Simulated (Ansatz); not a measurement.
Constitutional and geometric isomers with formula CH6Si3. Gas-phase values, no solvent. Strings in code marks are SMILES.

Quantity: electronic energy of isomers of CH6Si3 relative to `C1=[SiH][SiH2][SiH2]1`, in eV. The restricted reference of `C1[SiH]=[SiH][SiH2]1`, `C1=[SiH][SiH2][SiH2]1`, `C=[Si]1[SiH2][SiH2]1`, `C[SiH]1[SiH]=[SiH]1`, `C[Si]1=[SiH][SiH2]1` and `[SiH2]=C1[SiH2][SiH2]1` is unstable towards unrestricted orbitals.

A: `C[SiH]1[SiH]=[SiH]1`
B: `C1[SiH]=[SiH][SiH2]1`
C: `C[Si]1=[SiH][SiH2]1`
D: `[SiH2]=C1[SiH2][SiH2]1`
E: `C=[Si]1[SiH2][SiH2]1`

Question: Order them by electronic energy of isomers of CH6Si3 relative to `C1=[SiH][SiH2][SiH2]1` (lowest first) at the level frozen-core CCSDT(Q)/6-31g // PBE0-D3(BJ)/def2-TZVP (Ansatz, an electronic-structure program).

Answer: B (-0.160 eV), A (0.214 eV), C (0.274 eV), E (0.58 eV), D (1.18 eV)
